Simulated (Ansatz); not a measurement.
Geometry optimisation, Ansatz, RKS PBE/def2-SVP.

Input file:

```yaml
crystal:
  periodic: [false, false, false]
  atoms:
    - { symbol: Ga, position_ang: [0.0, 0.0, 0.0] }
    - { symbol: "N", position_ang: [0.0, 0.0, 2.28] }
    - { symbol: H, position_ang: [-0.877, -0.2713, 2.81] }
    - { symbol: H, position_ang: [0.877, 0.2713, 2.81] }
    - { symbol: Cl, position_ang: [1.9398, 0.0, -1.12] }
    - { symbol: Cl, position_ang: [-1.9398, 0.0, -1.12] }
    - { symbol: O, position_ang: [-0.6081, 1.8879, 0.659] }
    - { symbol: Al, position_ang: [-2.1793, 2.6399, 0.2929] }
    - { symbol: H, position_ang: [-3.2735, 1.8294, -0.4684] }
    - { symbol: H, position_ang: [-2.4623, 4.1094, 0.7332] }
    - { symbol: H, position_ang: [-0.3905, 1.2125, 1.8185] }
basis:
  gaussian: { orbitals: def2-SVP }
hamiltonian:
  xc: pbe
relax:
  f_tol: 0.15
  max_steps: 25
  restrain:
    - { distance: [0, 6], at: 2.99, k: 30.0 }
    - { distance: [10, 1], at: 2.26, k: 30.0 }
    - { distance: [0, 1], at: 1.93, k: 30.0 }
    - { distance: [10, 6], at: 1.01, k: 30.0 }
```

Command:

```bash
$ ansatz run input.yaml --threads 4 --pin off --max-ram 5120MiB --backend cpu --events-out ev --progress --plain --runs-dir out
```

Q: Where does it end, and by what steps?

A: The run converged. The restraints hold the end off the free minimum; the threshold counts their pulls, which the force column leaves out. Restrained pairs: Ga1–O7 (2.09 → 2.97 Å), N2–H11 (1.35 → 2.26 Å), Ga1–N2 (2.28 → 1.90 Å), O7–H11 (1.36 → 0.99 Å). After 21 steps the energy has fallen by 1.515 eV (the restraints' own energy left out); H10 moved furthest, 1.75 Å.

```
step  energy less start (eV)  largest force component (eV/Å)  accepted
   0                  0.0000                           2.200       yes
   1                  0.3484                           2.141       yes
   2                  0.2489                           1.673       yes
   3                 -0.3434                           1.390       yes
   4                 -0.7738                           0.924       yes
   5                 -0.9664                           1.372       yes
   6                 -1.0496                           1.103       yes
   7                 -1.1204                           1.202       yes
   8                 -1.1734                           1.279       yes
   9                 -1.2177                           1.313       yes
  10                 -1.2905                           1.274       yes
  11                 -1.3327                           1.164       yes
  12                 -1.3594                           1.065       yes
  13                 -1.3616                           1.005       yes
  14                 -1.3811                           0.917       yes
  15                 -1.4117                           1.020       yes
  16                 -1.4533                           1.080       yes
  17                 -1.4954                           1.158       yes
  18                 -1.4955                           1.248        no
  19                 -1.5109                           1.212       yes
  20                 -1.5108                           1.031        no
  21                 -1.5146                           1.204       yes
```

```xyz
11
Properties=species:S:1:pos:R:3
Ga 0.245 0.069 0.167
N -0.051 -0.205 2.021
H -0.897 -0.760 2.208
H 0.744 -0.638 2.510
Cl 2.145 0.201 -0.804
Cl -1.588 0.289 -1.049
O -0.775 2.631 1.264
Al -2.257 2.579 0.317
H -3.575 1.960 0.985
H -2.255 3.577 -0.925
H -0.650 1.977 2.001
```

The run took 39 s on 4 threads of Arm Neoverse V2, on a shared host, peak memory 0.23 GiB.
